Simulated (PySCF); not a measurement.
Input file for PySCF: R-BP86/6-31G* on CH7NO (a complex), monomers drawn apart or pushed together.

```python
from pyscf import gto, scf, dft, mp
from pyscf.data.elements import chemcore

mol = gto.M(
    atom='''
    N     0.02239654   -0.12360419    0.07607623
    H    -0.34487830   -0.95889678   -0.36566199
    H    -0.35936962    0.67723099   -0.41445862
    H     1.02652710   -0.11891398   -0.06257785
    C     0.29223109    0.02360123    3.96481944
    O    -0.85946520   -0.04586272    3.15358356
    H     0.94886784   -0.84808349    3.83871637
    H    -0.03360271    0.04909854    5.00560808
    H     0.88622164    0.92817210    3.77557188
    H    -0.57545124   -0.06839438    2.21955484
    ''',
    basis='6-31g*',
    cart=True,
    charge=0, spin=0, verbose=3, max_memory=1800)
mf = dft.RKS(mol, xc='b88,p86')
mf.conv_tol = 1e-8
mf.max_cycle = 100
mf.kernel()
if not mf.converged:
    mf = mf.newton().run(mf.mo_coeff, mf.mo_occ)
```

The log:

```
converged SCF energy = -172.268648341934
```

The run converged.

Cost: very roughly 1.2 core-seconds.
